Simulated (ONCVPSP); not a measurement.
Configuration tests for Al (Z = 13) (ONCV)

Al (Z = 13), optimised norm-conserving Vanderbilt (ONCV), made with ONCVPSP 4.0.1 (LDA (Perdew-Zunger), non-relativistic). Core [Ne], reference 3s2 3p0.5 (charge +0.5). Waves: 3s: rc 1.45 bohr, ncon 3, nbas 6, qcut 4.7 1/bohr, 3 projectors, debl 2.1 Ha; 3p: rc 2.05 bohr, ncon 3, nbas 7, qcut 3.9 1/bohr, 2 projectors, debl 1.4 Ha; d scattering state at 0.04 Ha: rc 1.80 bohr, ncon 3, nbas 6, qcut 6 1/bohr, 2 projectors, debl 2.1 Ha. Local part: polynomial inside 0.95 bohr (lpopt 5, dvloc0 0 Ha). Core correction: none.

Energies are relative to the spin-unpolarised reference configuration 3s2 3p0.5; without spin polarisation the order of configurations can differ from experiment.

| valence configuration | charge | ΔE all-electron (eV) | error AE − PS (meV) |
| --- | --- | --- | --- |
| 3s2 3p1 | 0 | -2.129 | +0.3 |
| 3s1 3p0 | +2 | 23.070 | +73 |

Question: What are ΔE and the potential's error for 3s1 3p2?

Answer: ΔE = 2.993 eV all-electron; the error (AE − PS) is +3.9 meV.

Question: What are ΔE and the potential's error for 3s2 3p0?

Answer: ΔE = 3.727 eV all-electron; the error (AE − PS) is +1.2 meV.

Note: ghosts flagged at negative energy: s at -113.3 eV; no localised positive-energy state flagged. A true bound ghost makes a file unfit for plane-wave use.
